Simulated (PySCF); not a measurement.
These are PBE-D3(BJ)/def2-TZVP // PBE0-D3(BJ)/def2-SVP run with PySCF 2.14.0 values and carry that method's errors. All species are isolated molecules in the gas phase. Excitations are Tamm–Dancoff values on a coarser integration grid. The basis has no diffuse functions, so Rydberg states are missing or too high.

Reference species (SMILES): `c1(Cl)cc2c(c([SiH3])c1)ccs2` (neutral, multiplicity 1).

```yaml
brightest of the four lowest singlets (TDA): 4.89 eV
T1 excitation (TDA): 3.07 eV
S1 oscillator strength: 0.069
```

Changed species: `[SiH3]c1cc2c(Cl)cccc2s1`.

### Question
Predict the effect on the brightest of the four lowest singlets (TDA), T1 excitation (TDA) and S1 oscillator strength.

### Answer
the brightest of the four lowest singlets (TDA) is nearly the same; the T1 excitation (TDA) falls by 0.03 eV, to 3.04 eV; the S1 oscillator strength rises by 0.012, to 0.081.
